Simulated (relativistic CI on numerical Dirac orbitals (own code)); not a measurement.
## What each ingredient does to the levels of Dy26+

Base calculation: Dirac-Coulomb-Breit CI, separate exchange-only KLI orbitals for each configuration, QED by a radiative potential, unscaled Slater integrals.

CI space (outside the closed core [Ar] 3d10): 4s2 4p6 4d4, 4s2 4p5 4d5, 4s2 4p6 4d3 4f, 4s 4p6 4d5, 4s 4p6 4d4 4f, 4s2 4p6 4d3 5s, 4s2 4p6 4d3 5d, 4s2 4p6 4d3 6s, 4p6 4d6, 4p5 4d7, 4s2 4p6 4d2 5s2, 4s2 4p6 4d 4f 5s2, 4s 4p6 4d2 4f 5s2, 4s2 4p6 4d 5s2 5d, 4p6 4d5 5s, 4p5 4d6 5s. Double excitations out of closed p, d and f shells are left out; levels of such configurations are missing from the list, as are those of other unlisted configurations, and high levels can miss mixing partners.

Variants: (1) one mean potential for all configurations. Shifts of the energy above 4s2 4p6 4d4 3P_0, in cm⁻¹, for the lowest level and the first level of each name with at least 55 % of one term (blank where a level changes its place among those of its configuration and J or its character, or is not in the variant):

| Level | Base | Δ(1) |
| --- | --- | --- |
| 4s2 4p6 4d4 3P_0 | 0 | 0 |
| 4s2 4p6 4d4 5D_1 | 50222 | +2 |
| 4s2 4p6 4d4 5D_2 | 77761 | +3 |
| 4s2 4p6 4d4 5D_0 | 128049 | +3 |
| 4s2 4p6 4d4 3H_5 | 155459 | +3 |
| 4s2 4p6 4d4 3H_6 | 164911 | +4 |
| 4s2 4p6 4d4 3G_4 | 175074 | +3 |
| 4s2 4p6 4d4 3D_1 | 233528 | +5 |
| 4s2 4p6 4d4 3G_5 | 234201 | +5 |
| 4s2 4p6 4d4 1I_6 | 239413 | +5 |
| 4s2 4p6 4d4 3P_2 | 245709 | +3 |
| 4s2 4p6 4d4 1G_4 | 305142 | +5 |
| 4s2 4p6 4d4 1D_2 | 310454 | +4 |
| 4s2 4p5 4d5 7P°_4 | 1049220 | -191 |
| 4s2 4p5 4d5 5H°_7 | 1163090 | -199 |
| 4s2 4p5 4d5 5D°_0 | 1199083 | -356 |

At this charge energies of transitions that change n are usually good to better than 1 %, and those within a shell (Δn = 0) to a few per cent. Terms inside the open d or f shell come out 10 to 20 % too wide with unscaled integrals.

Ionisation energy from the two ground configurations alone: base 924.521 eV. The NIST ASD value (theoretical) is 924 eV.

LS names give the leading component of a level, which can be under half, so a name can repeat, a term be missing and a line seem to break the LS rules.
